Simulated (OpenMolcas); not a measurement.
**neutral germanium: from CASSCF to CASPT2**

```yaml
Program: OpenMolcas
Basis: ANO-RCC [10s9p8d5f2g]
Scalar_Hamiltonian: DKH2, point nucleus
Active_space: 4 electrons in 8 orbitals (4s 4p 5s 5p)
State_averaging: 2S+1 = 3 even, 3 roots; 2S+1 = 1 even, 6 roots; 2S+1 = 5 odd, 1 root; 2S+1 = 3 odd, 5 roots
Spin-orbit_coupling: state interaction with AMFI integrals over the reference wave functions, term energies averaged over their components
```

Methods on the same reference wave functions:
A. CASSCF
B. SS-CASPT2, IPEA 0.25 Eh, imaginary shift 0.1 Eh (closed shells correlated: 3d)

Energies in cm⁻¹ above 4s² 4p² ³P₀, the measured ground level; measured values from NIST Handbook of Basic Atomic Spectroscopic Data.

```tsv
Level	A	B	Measured
4s² 4p² ³P₀	0.0	0.0	0.0
4s² 4p² ³P₁	457	456	557
4s² 4p² ³P₂	1180	1166	1410
4s² 4p² ¹D₂	8893	6980	7125
4s² 4p² ¹S₀	15433	15680	16367
4s 4p³ ⁵S°₂	32642	40230	41927
```

Deviations, from unrounded energies. A percentage is the sum of absolute deviations over the sum of measured energies, with the sign that they share, or ± where signs differ.

| Against measurement | Levels | A | B |
| --- | --- | --- | --- |
| mean absolute deviation (cm-1) | 5 | 2500 | 580 |
| fine structure of the ground term (%) | 2 | -16.8 | -17.5 |
| other terms of the ground configuration (%) | 2 | ±11.5 | -3.6 |
| other configurations (%) | 1 | -22.1 | -4.1 |

B lies closest to measurement on these levels. The largest miss of B in the table is 4s 4p³ ⁵S°₂, by -1700 cm-1. The ranking rests on the paired levels alone, and a cruder setting can come out closer through cancelling errors.

From A to B the spin-free energies of the other terms of 4s² 4p² shown, above ³P, scale by factors of 0.76 to 1.02.

The lowest spin-free term lies below A's lowest term by 0.514 hartree in B.

CASPT2 does not keep the components of a term degenerate, so their means are used; among the terms shown or strongly mixed into the levels shown the widest spread is 60 cm-1 (4s² 4p² ¹D, B). Over all roots computed the reference weight is 0.89 to 0.95 in B; the roots of lowest weight are the least certain, and an intruder state may touch them. Active for correlation alone: 5p 5s; no level in the range computed is led by a configuration that fills them, so any true level of that kind is missing. Terms of s pⁿ other than that of highest spin mix with s² pⁿ⁻² d, which this space lacks; all of them can be thousands of cm-1 off, and some have no real level of that name. Without dynamic correlation excited terms often stand tens of per cent too high (terms of higher spin than the ground term too low), and those without a measured partner can miss by more than the paired ones (holds for A). Computed and measured levels are paired by configuration, term and J; levels that our copy of the source lacks, or whose pairing is in doubt (as where it misses far off the trend of its configuration), stay unpaired and out of the deviations. Levels of configurations outside the active space are missing. The table leaves out levels that lie high or whose names do not pair safely across all columns.

° marks odd parity.
